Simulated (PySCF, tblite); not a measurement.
Isomers of C5H7ClN2Si. Level: GFN2-xTB in tblite, geometry and Hessian alike; calculated harmonic values, unscaled, isolated species. The method is semi-empirical: single wavenumbers can be off by several per cent or more. Modes of hydrogen on silicon can be 10 to 20 % off. One conformer each.

Electronic energies: PBE0/pcSseg-1 single points on the GFN2-xTB geometries (PySCF, gas phase).

| SMILES | electronic energy, lowest = 0 (kJ/mol) |
| --- | --- |
| C=C(Cl)c1cncn1[SiH3] | 156.4 |
| C=Nc1ccn([SiH2]Cl)c1 | 43.0 |
| C=Cc1nccn1[SiH2]Cl | 0.0 |
| C=Cc1cnc(Cl)n1[SiH3] | 162.5 |
| C=C[Si@@H](Cl)n1cccn1 | 29.0 |

How do GFN2-xTB zero-point energies change the relative energies?

```csv
SMILES,ZPE (kJ/mol),of it from modes above 1550 cm⁻¹,electronic (kJ/mol),"with ZPE, lowest = 0 (kJ/mol)",lowest mode (cm⁻¹),rings
C=Cc1nccn1[SiH2]Cl,287.1,131.1,0.0,0.0,40,1
C=C[Si@@H](Cl)n1cccn1,291.0,135.6,29.0,32.9,22,1
C=Nc1ccn([SiH2]Cl)c1,284.6,139.3,43.0,40.5,19,1
C=C(Cl)c1cncn1[SiH3],280.8,126.8,156.4,150.1,29,1
C=Cc1cnc(Cl)n1[SiH3],279.0,126.5,162.5,154.5,47,1
```

The zero-point energies span 12.0 kJ/mol, from `C=Cc1cnc(Cl)n1[SiH3]` to `C=C[Si@@H](Cl)n1cccn1`. The order is unchanged.

And how do the electronic energies of GFN2-xTB itself compare?

`C=Cc1nccn1[SiH2]Cl` 0.0; `C=C[Si@@H](Cl)n1cccn1` 123.1; `C=Nc1ccn([SiH2]Cl)c1` 37.1; `C=C(Cl)c1cncn1[SiH3]` 94.1; `C=Cc1cnc(Cl)n1[SiH3]` 93.6 kJ/mol, lowest = 0. Against the energies above, taken from the same isomer `C=Cc1nccn1[SiH2]Cl`, the largest difference is 94.1 kJ/mol.
